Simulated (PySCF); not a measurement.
C₂H₇BN₂O, SMILES C/C=N/B(N)O.

Geometry: PBE0-D3(BJ)/def2-SVP. The structure was generated by enumeration; whether it is a known compound was not checked. One conformer was computed; it need not be the lowest.

Two levels are set side by side: TDA-PBE/def2-SVPD (PySCF) and TDA-LC-ωPBE/def2-SVPD (PySCF). Vertical, same geometry. The lowest singlet is HOMO→LUMO 99 % with PBE and HOMO→LUMO+1 77 %, HOMO→LUMO 17 % with the other functional; states are paired by order. Differences are taken from unrounded values.

```tsv
quantity	TDA-LC-ωPBE
lowest singlet excitation (eV)	4.68
lowest triplet excitation (TDA) (eV)	3.95
```

Q: What does TDA-PBE give, and how far is it from TDA-LC-ωPBE? (An estimate is asked for; the answer gives what the named calculation found.)

A: 
| quantity | TDA-PBE | TDA-PBE minus TDA-LC-ωPBE |
|---|---|---|
| lowest singlet excitation (eV) | 4.37 | -0.32 |
| lowest triplet excitation (TDA) (eV) | 3.74 | -0.21 |

Functionals without exact exchange tend to place singlet excitations lower, as here. Differences between two approximate levels are no errors against the true value.

Rough cost on one machine, each run with all the roots and properties that it gave: TDA-LC-ωPBE against TDA-PBE about 3 times.
